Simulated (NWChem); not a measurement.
System: TiF4; SMILES [F][Ti]([F])([F])[F]

Output (shortened):

```
             Northwest Computational Chemistry Package (NWChem) 7.3.0
             --------------------------------------------------------

                             Geometry "geometry" -> ""
                             -------------------------

 Output coordinates in angstroms (scale by  1.889725989 to convert to a.u.)

  No.       Tag          Charge          X              Y              Z
 ---- ---------------- ---------- -------------- -------------- --------------
    1 Ti                  22.0000     0.00004700     0.00003100     0.00001000
    2 F                    9.0000     1.13462400     0.81329700    -1.01486800
    3 F                    9.0000     0.83832500    -1.09228200     1.04053300
    4 F                    9.0000    -1.11797700    -0.87983000    -0.97679300
    5 F                    9.0000    -0.85499700     1.15877000     0.95112800

 Effective nuclear repulsion energy (a.u.)     334.1004300936

  xc_inp: hfexch multiplicative factor not found.
                              NWChem Property Module
                              ----------------------

  itol2e modified to match energy
  convergence criterion.

                                 NWChem DFT Module
                                 -----------------

 Summary of "ao basis" -> "ao basis" (spherical)
 ------------------------------------------------------------------------------
       Tag                 Description            Shells   Functions and Types
 ---------------- ------------------------------  ------  ---------------------
 Ti                          6-31g*                 12       34   5s4p2d1f
 F                           6-31g*                  6       14   3s2p1d

  itol2e modified to match energy
  convergence criterion.

            General Information
            -------------------
          SCF calculation type: DFT
          Wavefunction type:  closed shell.
          No. of atoms     :     5
          No. of electrons :    58
           Alpha electrons :    29
            Beta electrons :    29
          Charge           :     0
          Spin multiplicity:     1
          Use of symmetry is: off; symmetry adaption is: off
          Maximum number of iterations: 150
          AO basis - number of functions:    90
                     number of shells:    36
          Convergence on energy requested:  1.00D-07
          Convergence on density requested:  1.00D-05
          Convergence on gradient requested:  5.00D-04

              XC Information
              --------------
                     Hartree-Fock (Exact) Exchange  1.000

      Superposition of Atomic Density Guess
      -------------------------------------

 Sum of atomic energies:       -1245.79053767

      Non-variational initial energy
      ------------------------------

 Total energy =   -1245.408709
 1-e energy   =   -2384.502242
 2-e energy   =     804.993103
 HOMO         =      -0.671408
 LUMO         =      -0.035385

   convergence    iter        energy       DeltaE   RMS-Dens  Diis-err
 ---------------- ----- ----------------- --------- --------- ---------
 d= 0,ls=0.0,diis     1  -1246.0414013995 -1.58D+03  1.64D-02  3.11D+00
 d= 0,ls=0.0,diis     2  -1246.0140715555  2.73D-02  7.91D-03  4.10D+00
 d= 0,ls=0.0,diis     3  -1246.3648671997 -3.51D-01  5.90D-04  6.12D-03
 d= 0,ls=0.0,diis     4  -1246.3656911208 -8.24D-04  1.42D-04  3.61D-04
 d= 0,ls=0.0,diis     5  -1246.3657581341 -6.70D-05  8.45D-05  4.73D-05
  Resetting Diis
 d= 0,ls=0.0,diis     6  -1246.3657735607 -1.54D-05  3.04D-05  3.59D-06
 d= 0,ls=0.0,diis     7  -1246.3657751860 -1.63D-06  4.76D-06  2.47D-07
 d= 0,ls=0.0,diis     8  -1246.3657752690 -8.29D-08  4.19D-06  6.34D-08

         Total DFT energy =    -1246.365775268968
      One electron energy =    -2382.799064922401
           Coulomb energy =      883.705372039686
    Exchange-Corr. energy =      -81.372512479886
 Nuclear repulsion energy =      334.100430093633

 Numeric. integr. density =        0.000000000000

                       DFT Final Molecular Orbital Analysis
                       ------------------------------------

 Vector   27  Occ=2.000000D+00  E=-6.516244D-01
              MO Center= -4.9D-01, -3.3D-02,  9.9D-02, r^2= 3.1D+00
   Bfn.  Coefficient  Atom+Function         Bfn.  Coefficient  Atom+Function
  ----- ------------  ---------------      ----- ------------  ---------------
    79      0.335808  5 F  px                65     -0.292448  4 F  px
    83      0.257536  5 F  px                66      0.245728  4 F  py
    69     -0.224284  4 F  px                52     -0.202401  3 F  py
    81      0.193775  5 F  pz                53     -0.187553  3 F  pz
    70      0.188460  4 F  py                56     -0.155221  3 F  py

 Vector   28  Occ=2.000000D+00  E=-6.516181D-01
              MO Center=  6.3D-03, -4.1D-02, -2.3D-01, r^2= 3.3D+00
   Bfn.  Coefficient  Atom+Function         Bfn.  Coefficient  Atom+Function
  ----- ------------  ---------------      ----- ------------  ---------------
    67     -0.287101  4 F  pz                39      0.274502  2 F  pz
    52     -0.225408  3 F  py                71     -0.220189  4 F  pz
    38      0.213742  2 F  py                66      0.212594  4 F  py
    43      0.210518  2 F  pz                80     -0.200918  5 F  py
    56     -0.172869  3 F  py                81      0.172488  5 F  pz

 Vector   29  Occ=2.000000D+00  E=-6.516135D-01
              MO Center=  4.9D-01,  7.5D-02,  1.3D-01, r^2= 3.1D+00
   Bfn.  Coefficient  Atom+Function         Bfn.  Coefficient  Atom+Function
  ----- ------------  ---------------      ----- ------------  ---------------
    51      0.334816  3 F  px                37     -0.286648  2 F  px
    55      0.256786  3 F  px                38      0.247399  2 F  py
    41     -0.219843  2 F  px                81      0.209607  5 F  pz
    53     -0.202677  3 F  pz                80     -0.198704  5 F  py
    42      0.189735  2 F  py                85      0.160756  5 F  pz

 Vector   30  Occ=0.000000D+00  E= 5.964416D-02
              MO Center=  5.5D-05,  2.6D-05,  9.5D-06, r^2= 1.0D+00
   Bfn.  Coefficient  Atom+Function         Bfn.  Coefficient  Atom+Function
  ----- ------------  ---------------      ----- ------------  ---------------
    22      0.590686  1 Ti d  2              27      0.410860  1 Ti d  2
    20     -0.337978  1 Ti d  0              25     -0.235085  1 Ti d  0
    18     -0.170436  1 Ti d -2              23     -0.118549  1 Ti d -2
    51     -0.113331  3 F  px                79      0.112474  5 F  px
    55     -0.110006  3 F  px                83      0.109171  5 F  px

 Vector   31  Occ=0.000000D+00  E= 5.964782D-02
              MO Center=  3.9D-05,  2.8D-05,  8.4D-06, r^2= 1.0D+00
   Bfn.  Coefficient  Atom+Function         Bfn.  Coefficient  Atom+Function
  ----- ------------  ---------------      ----- ------------  ---------------
    20      0.613557  1 Ti d  0              25      0.426765  1 Ti d  0
    22      0.324083  1 Ti d  2              27      0.225419  1 Ti d  2
    67      0.095937  4 F  pz                81     -0.095982  5 F  pz
    18     -0.094125  1 Ti d -2              52     -0.093372  3 F  py
    38      0.092747  2 F  py                71      0.093118  4 F  pz

 Vector   32  Occ=0.000000D+00  E= 6.652909D-02
              MO Center=  5.3D-04,  5.1D-04,  1.3D-04, r^2= 1.0D+01
   Bfn.  Coefficient  Atom+Function         Bfn.  Coefficient  Atom+Function
  ----- ------------  ---------------      ----- ------------  ---------------
    14      1.602461  1 Ti s                 10      0.582210  1 Ti s
     6      0.267359  1 Ti s                 40     -0.157904  2 F  s
    54     -0.157896  3 F  s                 68     -0.157881  4 F  s
    82     -0.157893  5 F  s                 36     -0.052448  2 F  s
    50     -0.052447  3 F  s                 64     -0.052448  4 F  s

     Multipole analysis of the density
     ---------------------------------

     L   x y z        total         alpha         beta         nuclear
     -   - - -        -----         -----         ----         -------
     0   0 0 0     -0.000000    -29.000000    -29.000000     58.000000

     1   1 0 0      0.000035     -0.000747     -0.000747      0.001529
     1   0 1 0      0.000110     -0.000207     -0.000207      0.000523
     1   0 0 1      0.000029     -0.000193     -0.000193      0.000416

     2   2 0 0    -28.627370    -78.127668    -78.127668    127.627967
     2   1 1 0      0.000049      0.000284      0.000284     -0.000520
     2   1 0 1      0.000783      0.006309      0.006309     -0.011835
     2   0 2 0    -28.627884    -78.133194    -78.133194    127.638504
     2   0 1 1      0.000928      0.006798      0.006798     -0.012669
     2   0 0 2    -28.628002    -78.134126    -78.134126    127.640249

          -----------------------------------------
          Chemical Shielding Tensors (GIAO, in ppm)
          -----------------------------------------

                                NWChem CPHF Module
                                ------------------

  scftype          =     RHF
  nclosed          =       29
  nopen            =        0
  variables        =     1769
  # of vectors     =        3
  tolerance        = 0.10D-03
  level shift      = 0.00D+00
  max iterations   =       50
  max subspace     =       30

 SCF residual:    1.4776333487071598E-004

Iterative solution of linear equations
  No. of variables     1769
  No. of equations        3
  Maximum subspace       30
        Iterations       50
       Convergence  1.0D-04

   iter   nsub   residual    time
   ----  ------  --------  ---------
     1      3    1.82D+00      22.6
     2      6    1.60D-01      24.1
     3      9    2.89D-02      25.7
     4     12    2.98D-03      27.2
     5     15    8.48D-04      28.8
     6     18    1.30D-04      30.3
     7     21    2.73D-05      31.8

      Atom:    1  Ti
        Diamagnetic
   1596.1418      0.0001     -0.0001
      0.0001   1596.1430      0.0005
     -0.0001      0.0005   1596.1430

        Paramagnetic
  -1066.8522     -0.0027     -0.0291
     -0.0027  -1066.8224     -0.0176
     -0.0291     -0.0176  -1066.8202

        Total Shielding Tensor
    529.2896     -0.0026     -0.0292
     -0.0026    529.3206     -0.0171
     -0.0292     -0.0171    529.3227

           isotropic =     529.3110
          anisotropy =       0.0542

          Principal Components and Axis System
                 1           2           3
              529.3471    529.3157    529.2701

      1        -0.3819     -0.4257      0.8203
      2        -0.4747      0.8519      0.2211
      3         0.7930      0.3050      0.5274

      Atom:    2  F
        Diamagnetic
    475.6090      7.8566     -9.8042
      7.8566    470.2799     -7.0277
     -9.8042     -7.0277    473.4182

        Paramagnetic
   -409.8473    197.1455   -246.0212
    197.1455   -543.5879   -176.3618
   -246.0212   -176.3618   -464.8367

        Total Shielding Tensor
     65.7616    205.0021   -255.8254
    205.0021    -73.3080   -183.3894
   -255.8254   -183.3894      8.5815

           isotropic =       0.3451
          anisotropy =     661.7934

          Principal Components and Axis System
                 1           2           3
              441.5406   -220.2681   -220.2373

      1         0.6574      0.0676      0.7505
      2         0.4712      0.7403     -0.4794
      3        -0.5880      0.6688      0.4548
```

Level: Hartree-Fock/6-31G* (spherical d), GIAO. The geometry was optimised at PBE0/def2-SVP. The printed shielding anisotropy is the first printed principal value minus the mean of the other two.

**Question.** Reconstruct the input file.

**Answer.** Several could match; the one computed here: the input that was run:
```
start job
memory heap 200 mb stack 900 mb global 1100 mb
geometry units angstroms noautosym nocenter noautoz
  Ti     0.000047     0.000031     0.000010
  F      1.134624     0.813297    -1.014868
  F      0.838325    -1.092282     1.040533
  F     -1.117977    -0.879830    -0.976793
  F     -0.854997     1.158770     0.951128
end
basis spherical
  * library 6-31g*
end
dft
  xc hfexch
  iterations 150
end
property
  shielding 2 1 2
end
task dft property
```
